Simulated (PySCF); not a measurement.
Si(Cl)(OH) (ClHOSi), SMILES [Si](O)Cl (connectivity only; charge and spin as stated), neutral, multiplicity 1.

Coordinates come from a B3LYP-D3(BJ)/def2-TZVP optimisation. Other conformers were not sampled.

Computed with B3LYP-D3(BJ)/def2-TZVP (PySCF).

Frequencies are harmonic and unscaled.

Problem. Estimate the vibrational spectrum. (An estimate is asked for; the answer gives what the named calculation found.)

Solution. 
| mode | ν (cm⁻¹) | IR (km/mol) | Raman (Å⁴/amu) | depolarisation | moving atoms (share of kinetic energy) |
|---|---|---|---|---|---|
| 1 | 265 | 0.3 | 2.4 | 0.56 | O 50 %, Cl 28 %, Si 15 % |
| 2 | 472 | 98.3 | 3.3 | 0.75 | H 91 % |
| 3 | 490 | 141.9 | 11.3 | 0.40 | Si 55 %, Cl 40 % |
| 4 | 800 | 200.5 | 1.3 | 0.71 | H 78 %, O 17 % |
| 5 | 858 | 89.2 | 9.8 | 0.49 | O 54 %, Si 37 %, H 9 % |
| 6 | 3818 | 116.2 | 109.8 | 0.25 | H 94 % |
